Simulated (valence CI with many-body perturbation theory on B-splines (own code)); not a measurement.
Energy levels of Ta²⁺

Level of theory: configuration interaction combined with many-body perturbation theory (CI+MBPT): three valence electrons over a frozen Dirac-Fock core [Xe] 4f14, a basis of 7 s, 7 p, 8 d, 6 f, 4 g, 1 h functions for each j, with the one-electron correlation potential Σ1 (screened to all orders), the two-electron term Σ2, the three-electron term Σ3, Breit, model QED; selected single and double excitations, second order for the rest, scaled by the run's own slope (own B-spline code, finite nucleus).

No measured spectrum was set against this ion. As an estimate, terms of the open shell hold to 2 to 4 % of their energy, and close levels can change places; different configurations can be misplaced against each other by 1,000 to 8,000 cm⁻¹.

Levels 136 to 180 of 240, with energies above the lowest level, 5d³ ⁴F_3/2. "Leading %" is the weight of the configuration and term that name the level; weights of strongly mixed levels are sums over their largest components and can fall short. In the jj column 3d3/2^4 stands for four electrons in 3d with j = 3/2. Lifetimes count E1, E2, E3, M1 and M2 decay at the calculated energies, and are blank where another channel may lead or the interval is too uncertain; long ones can be off by a factor of two.

```
No.  Configuration  Term     J  E (eV)  Leading %  Lifetime                Leading jj      g
136          5d²6d    ⁴G  11/2  14.803         64    793 ps      5d5/2^2 6d3/2 (32 %)  1.218
137          5d²6d    ²F   7/2  14.908         53    917 ps      5d5/2^2 6d5/2 (48 %)  1.138
138          5d²6d    ⁴P   5/2  14.915         41    922 ps      5d5/2^2 6d3/2 (42 %)  1.375
139          5d²6d    ⁴H  13/2  14.925         94    847 ps      5d5/2^2 6d5/2 (60 %)  1.225
140          5d²6d    ²G   9/2  14.979         74    844 ps      5d5/2^2 6d3/2 (40 %)  1.118
141          5d²6d    ²P   3/2  14.981         43    941 ps  5d3/2 5d5/2 6d5/2 (25 %)  1.352
142          5d²6d    ⁴F   7/2  15.004         59   1.03 ns      5d5/2^2 6d3/2 (34 %)  1.262
143          5d²6d    ²P   3/2  15.040         35    967 ps      5d5/2^2 6d5/2 (35 %)  1.227
144          5d²6d    ²D   5/2  15.070         31    966 ps  5d3/2 5d5/2 6d3/2 (28 %)  1.174
145          5d²6d    ²S   1/2  15.077         37    904 ps  5d3/2 5d5/2 6d5/2 (30 %)  1.530
146          5d²7p   ⁴G°   5/2  15.093         64   6.34 ns      5d3/2^2 7p1/2 (87 %)  0.683
147          5d²7s    ⁴P   3/2  15.116         48    947 ps     5d3/2 5d5/2 7s (52 %)  1.469
148          5d²7s    ²P   1/2  15.143         49    957 ps     5d3/2 5d5/2 7s (52 %)  1.303
149          5d²7p   ⁴F°   3/2  15.184         52   7.46 ns      5d3/2^2 7p1/2 (81 %)  0.634
150          5d²6d    ²F   5/2  15.190         42   1.10 ns  5d3/2 5d5/2 6d5/2 (30 %)  1.009
151          5d²6d    ²H  11/2  15.203         77    931 ps      5d5/2^2 6d5/2 (48 %)  1.110
152          5d²6d    ⁴F   9/2  15.217         70   1.09 ns  5d3/2 5d5/2 6d5/2 (49 %)  1.281
153          5d²6d    ⁴F   3/2  15.272         49    798 ps      5d3/2^2 6d3/2 (50 %)  0.710
154          5d²6d    ²G   7/2  15.282         64    855 ps  5d3/2 5d5/2 6d3/2 (68 %)  0.962
155          5d²6d    ²G   9/2  15.343         57    910 ps  5d3/2 5d5/2 6d5/2 (56 %)  1.148
156          5d²6d    ²F   7/2  15.369         48   1.03 ns  5d3/2 5d5/2 6d5/2 (58 %)  1.176
157          5d²6d    ²P   3/2  15.387         25    729 ps  5d3/2 5d5/2 6d5/2 (42 %)  0.918
158          5d²6d    ²P   1/2  15.388         32   1.07 ns  5d3/2 5d5/2 6d3/2 (37 %)  0.650
159          5d²6d    ⁴F   5/2  15.454         63    836 ps      5d3/2^2 6d5/2 (41 %)  1.120
160          5d²7p   ⁴F°   5/2  15.480         48   4.36 ns      5d3/2^2 7p3/2 (83 %)  0.942
161          5d²7p   ⁴D°   3/2  15.501         41   4.24 ns      5d3/2^2 7p3/2 (86 %)  0.880
162          5d²7p   ⁴G°   7/2  15.507         64   4.34 ns      5d3/2^2 7p3/2 (77 %)  0.985
163          5d²7s    ⁴P   5/2  15.519         65    950 ps         5d5/2^2 7s (68 %)  1.487
164          5d²7p   ⁴D°   1/2  15.523         84   4.11 ns      5d3/2^2 7p3/2 (86 %)  0.078
165          5d²7s    ²P   3/2  15.527         27    861 ps  5d3/2 5d5/2 6d3/2 (28 %)  1.202
166          5d²7s    ²G   7/2  15.558         75    895 ps     5d3/2 5d5/2 7s (46 %)  0.923
167          5d²7s    ²G   9/2  15.578         81    904 ps     5d3/2 5d5/2 7s (52 %)  1.132
168          5d²6d    ²D   5/2  15.590         42   1.13 ns  5d3/2 5d5/2 6d5/2 (48 %)  1.242
169          5d6p²    ⁴F   3/2  15.601         32    434 ps      5d3/2 6p1/2^2 (36 %)  0.732
170          5d²6d    ²P   1/2  15.619         32    957 ps  5d3/2 5d5/2 6d3/2 (74 %)  0.872
171          5d²7s    ²P   3/2  15.678         27    949 ps  5d3/2 5d5/2 6d3/2 (35 %)  1.203
172          5d²6d    ⁴F   7/2  15.689         57    892 ps  5d3/2 5d5/2 6d5/2 (82 %)  1.238
173          5d²7p   ⁴F°   5/2  15.690         30   6.15 ns  5d3/2 5d5/2 7p1/2 (86 %)  1.102
174          5d²7p   ²G°   7/2  15.703         31   3.87 ns  5d3/2 5d5/2 7p1/2 (82 %)  1.048
175          5d²6d    ⁴P   5/2  15.763         44    991 ps  5d3/2 5d5/2 6d5/2 (45 %)  1.389
176          5d²6d    ²F   5/2  15.799         66    946 ps  5d3/2 5d5/2 6d3/2 (38 %)  0.965
177          5d²5f   ⁴H°   7/2  15.873         56   2.67 ns      5d3/2^2 5f5/2 (84 %)  0.791
178          5d²6d    ²D   3/2  15.880         19    923 ps  5d3/2 5d5/2 6d5/2 (41 %)  1.115
179          5d²5f   ⁴I°   9/2  15.916         70   5.47 ns      5d3/2^2 5f5/2 (78 %)  0.793
180          5d6p²    ²F   5/2  15.940         35    487 ps  5d3/2 6p1/2 6p3/2 (64 %)  0.967
```

Names give the largest LS component (configuration and term), which can be under half, so a name can repeat, a term be missing and a line seem to break the LS rules; names also repeat where a configuration has a term twice.

Where two levels of one J and parity lie close, their mixing, g and order are uncertain.
